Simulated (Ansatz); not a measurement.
One change: `NC(F)[SeH]` becomes `C[SiH2]C(N)F`.

Ansatz, PBE0-D4/def2-TZVP geometries, multiplicity 1. Each molecule was computed in one conformer, which needn't be the lowest.

Scalar relativity is left out up to krypton.

```
                                          property  `NC(F)[SeH]`
             LUMO energy (ωB97M-V/def2-TZVPP) / eV          1.58
size of the dipole moment (ωB97M-V/def2-TZVPP) / D          1.97
                LUMO energy (PBE0/def2-TZVPP) / eV         -0.23
  size of the dipole moment (B3LYP/def2-TZVPP) / D          2.00
               LUMO energy (B3LYP/def2-TZVPP) / eV         -0.52
                HOMO energy (PBE0/def2-TZVPP) / eV         -6.88
```

Q: Give the same properties after the change, and the shifts. (Estimate.)

A: The calculation gave: 
```
                                          property  `C[SiH2]C(N)F`  shift
             LUMO energy (ωB97M-V/def2-TZVPP) / eV            2.04   0.46
size of the dipole moment (ωB97M-V/def2-TZVPP) / D            1.40  -0.57
                LUMO energy (PBE0/def2-TZVPP) / eV            0.59   0.82
  size of the dipole moment (B3LYP/def2-TZVPP) / D            1.41  -0.59
               LUMO energy (B3LYP/def2-TZVPP) / eV            0.29   0.81
                HOMO energy (PBE0/def2-TZVPP) / eV           -7.86  -0.98
```

With PBE0 the HOMO falls by 0.98 eV and the LUMO rises by 0.82 eV, so the gap widens by about 1.80 eV. PBE moves the HOMO by -0.70 eV and ωB97M-V by -1.14 eV. Dipoles are sizes alone; their direction can turn.

B3LYP here is the variant with VWN-RPA as its local correlation; programs differ in this.

Spin–orbit coupling is left out; it splits and shifts lone-pair levels of the heavy atoms by tenths of an eV.
